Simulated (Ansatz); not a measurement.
Reaction (ligand exchange at the Si–S bond): `[SiH3]S[SiH2]S` + `BO` → `BO[SiH2]S` + `[SiH3]S`

Isolated molecules relaxed with PBE0-D4/def2-TZVP in Ansatz; ΔE leaves out vibrations. CBS: MP2 limit from def2 TZ/QZ plus the TZ coupled-cluster correction, frozen cores. This one scheme is used for every species. DFT in def2-TZVPP. B3LYP here is the variant with VWN-RPA as its local correlation; programs differ in this. One conformer a species, not always the lowest.

`[SiH3]S[SiH2]S`:

Z-matrix (Å, degrees):
```
Si
S 1 2.138
H 1 1.482 2 106.9
H 1 1.482 2 111.5 3 120.1
H 1 1.488 2 109.7 3 -119.1
Si 2 2.134 1 97.6 3 154.8
S 6 2.137 2 115.0 1 53.8
H 6 1.480 2 105.3 1 171.0
H 6 1.482 2 109.9 1 -68.4
H 7 1.343 6 93.9 2 -89.1
```

`BO`:

Cartesian coordinates in Å:
```
B -0.180 -0.068 -0.374
O -0.045 0.486 0.847
H -1.124 0.278 -1.023
H 0.620 -0.871 -0.775
H 0.728 0.175 1.325
```

`BO[SiH2]S`:

Cartesian coordinates in Å:
```
B 0.138 -0.150 -1.842
O 0.493 0.326 -0.630
Si -0.346 0.418 0.794
S 0.137 -1.180 2.104
H -0.978 -0.562 -2.023
H 0.960 -0.139 -2.713
H 0.023 1.718 1.394
H -1.800 0.295 0.544
H 1.373 -0.725 2.371
```

`[SiH3]S`:

Z-matrix (Å, degrees):
```
Si
S 1 2.137
H 1 1.485 2 111.6
H 1 1.485 2 111.6 3 -122.0
H 1 1.482 2 104.8 3 119.0
H 2 1.344 1 94.7 3 60.9
```

```csv
level,ΔE (kJ/mol)
B3LYP-D4,-24.0
HF/def2-TZVPP,-51.4
```

Question: What does CCSD(T)/CBS give? (An estimate is asked.)

Answer: Computed: -22.0 kJ/mol. The listed levels differ from it by -2.0, -29.4 kJ/mol.

Largest T1 diagnostic among the species: 0.014.

From PBE to PBE0 (25 % exact exchange), in def2-TZVPP and without D4, ΔE moves by −3.7 kJ/mol. In def2-TZVPP, CCSD(T) changes the Hartree–Fock value by +25.6 kJ/mol (the triples alone add +5.1 kJ/mol) and MP2 by +31.1 kJ/mol.
